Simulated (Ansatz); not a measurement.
GaH2SF3⁺, that is Ga(H2S)F3 with one electron fewer. Charge 1, multiplicity 2. Geometry PBE-D4/def2-SVP, that of the neutral singlet; atoms count from 1.

```xyz
7

Ga   -0.3500    0.8641    0.4269
S    -0.1577   -1.3216   -0.8641
H     1.0083   -0.9053   -1.4404
H     0.5139   -1.9070    0.1708
F    -0.8517    1.9564   -0.8643
F     1.3535    0.9161    0.9056
F    -1.5164    0.3973    1.6655
```

(1) Estimate the Mulliken populations from the PBE0/def2-TZVP orbitals of Ansatz.

(2) Where does the spin sit?

(3) And the Mayer bond orders between bonded heavy atoms (over 0.3)?

Answers

(1) 
```json
{"atom": "Ga1", "charge (e)": "0.89", "spin (α − β)": "-0.07"}
{"atom": "S2", "charge (e)": "0.21", "spin (α − β)": "0.64"}
{"atom": "H3", "charge (e)": "0.31", "spin (α − β)": "-0.01"}
{"atom": "H4", "charge (e)": "0.31", "spin (α − β)": "-0.01"}
{"atom": "F5", "charge (e)": "-0.24", "spin (α − β)": "0.14"}
{"atom": "F6", "charge (e)": "-0.23", "spin (α − β)": "0.18"}
{"atom": "F7", "charge (e)": "-0.24", "spin (α − β)": "0.14"}
```
Mulliken values and Mayer orders depend strongly on the basis.

(2) Summed by element: Ga -0.07, S 0.64, H -0.03, F 0.45, of 1 unpaired in all. Largest on single atoms: S2 0.64, F6 0.18, F7 0.14.

(3) Ga1–S2 0.34 (2.55 Å); Ga1–F5 1.01 (1.76 Å); Ga1–F6 0.97 (1.77 Å); Ga1–F7 1.01 (1.76 Å).
